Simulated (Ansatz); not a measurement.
```yaml
crystal:
  periodic: [false, false, false]
  atoms:
    - {symbol: Al, position_ang: [-0.643246, -0.324221, 2.256852]}
    - {symbol: Al, position_ang: [1.575752, 2.171968, -1.343214]}
    - {symbol: Al, position_ang: [-0.768712, -2.382553, 0.689131]}
    - {symbol: Al, position_ang: [-0.776119, 0.537243, -0.539938]}
    - {symbol: Sb, position_ang: [1.069176, 1.616121, 1.334018]}
    - {symbol: Sb, position_ang: [-2.836355, -0.719426, 0.336243]}
    - {symbol: Sb, position_ang: [1.669702, -0.923463, -0.065905]}
    - {symbol: Sb, position_ang: [0.709780, 0.024332, -2.667178]}
basis:
  gaussian: {orbitals: def2-TZVP}
magnetization: {spin_polarized: true, initial_magnetization: 2}
hamiltonian: {xc: pbe0, dispersion: d4}
scf: {omitted_lower_state_checks: [starts]}
output: {orbitals: {seedname: orbitals}}
```

```sh
$ ansatz run in.yaml --threads 4 --pin off --events-out ev --progress --plain --max-ram 4787MiB
```

Q: Does this run fit into the memory that it is given?

A: No. It has 348 basis functions, and Ansatz plans for 6 GiB where 5 GiB are given.
